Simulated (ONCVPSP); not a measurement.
# What one change does to a pseudopotential (Au (Z = 79), ONCV)

```
Element                 : gold
Generator               : ONCVPSP 4.0.1
Type                    : optimised norm-conserving Vanderbilt (ONCV)
Functional              : BLYP
Relativity              : scalar-relativistic
Frozen core             : [Kr] 4d10 4f14
Valence charge          : 19
Reference configuration : 5s2 5p6 5d9 6s2
Partial waves           : 5s+6s: rc 1.65 bohr, ncon 4, nbas 7, qcut 7.2 1/bohr, 2 projectors; 5p: rc 1.85 bohr, ncon 4, nbas 8, qcut 7.8 1/bohr, 2 projectors, debl 2.2 Ha; 5d: rc 1.70 bohr, ncon 4, nbas 8, qcut 9.1 1/bohr, 1 projector
Local potential         : polynomial inside 1.20 bohr (lpopt 5, dvloc0 -1 Ha)
Core correction         : Teter function, fcfact 4.5, rcfact 1.5
```

In the p channel the program set the typed energies aside and used -2.293, 0.250 Ha.

Change: s: qcut 9.8.

Cutoffs: the cutoffs (Ha) at which the residual kinetic energy of the hardest occupied pseudo-wave falls to 1 and 0.1 mHa per electron; they do not see the model core or the augmentation charge, which bear on the density cutoff. Errors are all-electron minus pseudo energies relative to the spin-unpolarised reference configuration.

Question: What does the change do?

Answer: The potential gets harder (22 Ha and 26 Ha → 30 Ha and 35 Ha); of the 4 tests that both files solve, the error grows in 0 and shrinks in 4 by more than 15 % and 0.3 meV (median size 23.2 → 17.3 meV); neither file shows a bound ghost. The waves are optimised to have the least kinetic energy above qcut, so the cutoff follows it (qcut²/2 in Ha).

```tsv
quantity	base	changed
cutoff, loose	22 Ha	30 Ha
cutoff, tight	26 Ha	35 Ha
loose cutoff by channel	s 19 Ha, p 16 Ha, d 22 Ha	s 30 Ha, p 16 Ha, d 22 Ha
bound ghosts	none	none
GHOST(+) flags under 300 eV	s at 151.0 eV	s at 207.7 eV
error for 5s2 5p6 5d10 6s1, meV [ΔE -1.57 eV]	-8.9	-6.7
error for 5s2 5p6 5d10 6s0, meV [ΔE 7.90 eV]	-24	-18
error for 5s2 5p6 5d9 6s0, meV [ΔE 29.01 eV]	-22	-17
error for 5s1 5p6 5d10 6s1, meV [ΔE 113.64 eV]	-645	-346
s: phases at 1.67 bohr within 0.05 rad from the reference energy up to (Ha; the scan ends near 5)	4.9	to the end of the scan
p: phases at 1.87 bohr within 0.05 rad from the reference energy up to (Ha; the scan ends near 5)	to the end of the scan	to the end of the scan
d: phases at 1.72 bohr within 0.05 rad from the reference energy up to (Ha; the scan ends near 5)	2.6	2.6
rms error of d²Exc/dni dnj with the model core, mHa	1.58	1.28
```
